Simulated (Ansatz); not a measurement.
Consider the ligand exchange at a Ga–O bond: `OC#C[O][GaH2]` + `O[SiH3]` → `[SiH3][O][GaH2]` + `OC#CO`.

Program: Ansatz. Geometries: PBE0-D4/def2-TZVP. ΔE: electronic, gas phase. CBS: MP2 limit from def2 TZ/QZ plus the TZ coupled-cluster correction, frozen cores. DFT in def2-TZVPP. B3LYP here is the variant with VWN-RPA as its local correlation; programs differ in this. HSE06 is defined as in plane-wave codes. For Ga outer-core shells are correlated without core-valence functions, which leaves a few kJ/mol of doubt a bond. Scalar relativity is left out up to krypton. Each species was taken in one conformer, which may not be the lowest.

| level | ΔE (kJ/mol) | difference from CCSD(T)/CBS |
| --- | --- | --- |
| BLYP-D4 | 3.3 | 4.4 |
| PBE0-D4 | -0.1 | 1.0 |
| B3LYP-D4 | 0.6 | 1.7 |
| r2SCANh-D4 | 0.4 | 1.5 |
| PBE-QIDH | -1.2 | -0.1 |
| B3LYP | 1.7 | 2.8 |
| HSE06 | 0.6 | 1.7 |
| BHLYP | -0.9 | 0.2 |
| HF/def2-QZVPP | -4.2 | -3.1 |
| HF/CBS(def2) | -4.2 | -3.1 |
| CCSD(T)/CBS | -1.1 | 0 |

Task: What do rigid-rotor, harmonic-oscillator terms from PBE0-D4/def2-TZVP frequencies (298.15 K, 1 bar) make of the CCSD(T)/CBS value? (An estimate is asked.)

Result: The calculation gave: ΔZPE = +2.0 kJ/mol, ΔH = +0.7 kJ/mol, ΔS = -7 J/(mol·K), ΔG = +2.6 kJ/mol.

Largest T1 diagnostic among the species: 0.015.

From BLYP to BHLYP (50 % exact exchange), in def2-TZVPP and without D4, ΔE moves by −5.5 kJ/mol. At CCSD(T), def2-SVP lies −8.0 kJ/mol from the extrapolated value and def2-TZVPP −0.6 kJ/mol. Leaving LDA and LC-ωPBE aside and taking each functional with its dispersion term where it has one, the values, not all of them listed here, spread over 6.2 kJ/mol, from BHLYP-D4 to revPBE-D4.

CCSD(T)/CBS has its own doubt, a few kJ/mol and more with outer-core shells, so smaller differences from it don't rank the levels.
